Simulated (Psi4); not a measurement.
C2H8N (SMILES C[NH2+]C), charge +1, singlet, at a GFN2-xTB geometry; HF/STO-3G run with Psi4.

The Psi4 input:
```
memory 2 GB

molecule {
1 1
  C    -0.02333821   -0.27178422    1.23058526
  N     0.03459018    0.54534707    0.00080941
  C    -0.01095720   -0.26891545   -1.23138777
  H     0.81917921   -0.96023702    1.25829085
  H     0.01259112    0.36354745    2.11314052
  H    -0.94632669   -0.84824181    1.24954279
  H     0.89993071    1.10048027    0.00580798
  H     0.83180433   -0.95731169   -1.25222260
  H     0.03383921    0.36847078   -2.11205406
  H    -0.93370156   -0.84531649   -1.26097066
  H    -0.75367517    1.20537707   -0.00238562
}

set basis sto-3g
set scf_type pk
set puream true
set d_convergence 1e-8

energy('scf')
print_variables()
```

Output, abridged:

```
   => Loading Basis Set <=

    Name: STO-3G
    Role: ORBITAL
    Keyword: BASIS

         ---------------------------------------------------------
                                   SCF
               by Justin Turney, Rob Parrish, Andy Simmonett
                          and Daniel G. A. Smith
                              RHF Reference
         ---------------------------------------------------------

  ==> Geometry <==

    Molecular point group: c1
    Full point group: C1

    Geometry (in Angstrom), charge = 1, multiplicity = 1:

       Center              X                  Y                   Z               Mass
    ------------   -----------------  -----------------  -----------------  -----------------
         C           -0.024123623040    -0.284167026807     1.230566880792    12.000000000000
         N            0.033804766960     0.532964263193     0.000791030792    14.003074004430
         C           -0.011742613040    -0.281298256807    -1.231406149208    12.000000000000
         H            0.818393796960    -0.972619826807     1.258272470792     1.007825032230
         H            0.011805706960     0.351164643193     2.113122140792     1.007825032230
         H           -0.947112103040    -0.860624616807     1.249524410792     1.007825032230
         H            0.899145296960     1.088097463193     0.005789600792     1.007825032230
         H            0.831018916960    -0.969694496807    -1.252240979208     1.007825032230
         H            0.033053796960     0.356087973193    -2.112072439208     1.007825032230
         H           -0.934486973040    -0.857699296807    -1.260989039208     1.007825032230
         H           -0.754460583040     1.192994263193    -0.002403999208     1.007825032230

  Running in c1 symmetry.

  Rotational constants: A =      1.00745  B =      0.29967  C =      0.26376 [cm^-1]
  Rotational constants: A =  30202.57272  B =   8983.74482  C =   7907.34557 [MHz]
  Nuclear repulsion =   91.804381866183988

  Charge       = 1
  Multiplicity = 1
  Electrons    = 26
  Nalpha       = 13
  Nbeta        = 13

  ==> Algorithm <==

  SCF Algorithm Type is PK.
  DIIS enabled.
  MOM disabled.
  Fractional occupation disabled.
  Guess Type is SAD.
  Energy threshold   = 1.00e-06
  Density threshold  = 1.00e-08
  Integral threshold = 1.00e-12

  ==> Primary Basis <==

  Basis Set: STO-3G
    Blend: STO-3G
    Number of shells: 17
    Number of basis functions: 23
    Number of Cartesian functions: 23
[...]
   @RHF iter   1:  -132.98889341681104   -2.49966e+00   1.30712e-02 DIIS/ADIIS
   @RHF iter   2:  -133.04161999408467   -5.27266e-02   3.29885e-03 DIIS/ADIIS
   @RHF iter   3:  -133.04515663212712   -3.53664e-03   5.42936e-04 DIIS/ADIIS
   @RHF iter   4:  -133.04529289037970   -1.36258e-04   1.05165e-04 DIIS/ADIIS
   @RHF iter   5:  -133.04529771478437   -4.82440e-06   1.29247e-05 DIIS
   @RHF iter   6:  -133.04529780658044   -9.17961e-08   1.68934e-06 DIIS
   @RHF iter   7:  -133.04529780812169   -1.54125e-09   1.79789e-07 DIIS
   @RHF iter   8:  -133.04529780814192   -2.02363e-11   2.79488e-08 DIIS
   @RHF iter   9:  -133.04529780814249   -5.68434e-13   2.59146e-09 DIIS
  Energy and wave function converged.

  ==> Post-Iterations <==

    Orbital Energies [Eh]
    ---------------------

    Doubly Occupied:

[...]
      13A     -0.743334

    Virtual:

[...]
      23A      0.525002

    Final Occupation by Irrep:
              A
    DOCC [    13 ]
    NA   [    13 ]
    NB   [    13 ]

  @RHF Final Energy:  -133.04529780814249

   => Energetics <=

    Nuclear Repulsion Energy =             91.8043818661839879
    One-Electron Energy =                -353.4585936563676114
    Two-Electron Energy =                 128.6089139820411447
    Total Energy =                       -133.0452978081424931

Computation Completed

Properties will be evaluated at   0.000000,   0.000000,   0.000000 [a0]

Properties computed using the SCF density matrix

 Multipole Moments:

 ------------------------------------------------------------------------------------
     Multipole            Electronic (a.u.)      Nuclear  (a.u.)        Total (a.u.)
 ------------------------------------------------------------------------------------

 L = 1.  Multiply by 2.5417464519 to convert [e a0] to [Debye]
 Dipole X            :          0.0838596           -0.0400739            0.0437858
 Dipole Y            :          1.3221269           -0.6318030            0.6903239
 Dipole Z            :          0.0019623           -0.0009377            0.0010246
 Magnitude           :                                                    0.6917119

 ------------------------------------------------------------------------------------

  Variable Map:
  ----------------------------------------------------------------------------
[...]
  Array Variable Map:
  ----------------------------------------------------------------------------
[...]
[...]
```
